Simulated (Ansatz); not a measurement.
Species: H$_{6}$Si$_{3}$, SMILES `[SiH2]=[SiH][SiH3]` (charge 0, multiplicity 1).

Problem. Give a relaxed geometry from Ansatz (a quantum-chemistry and plane-wave program) with CAM-B3LYP-D3(BJ)/def2-TZVP.

Solution. the end point of this relaxation (outside a Z-matrix the atoms follow the SMILES, hydrogens last).
Cartesian coordinates (Å) in one orientation:
```xyz
9

Si     2.064    -0.280     0.369
Si     0.255     0.825     0.312
Si    -1.698    -0.166    -0.425
H      3.357     0.263     0.818
H      2.111    -1.693    -0.039
H      0.259     2.240     0.729
H     -2.740    -0.142     0.625
H     -2.231     0.521    -1.622
H     -1.377    -1.568    -0.766
```
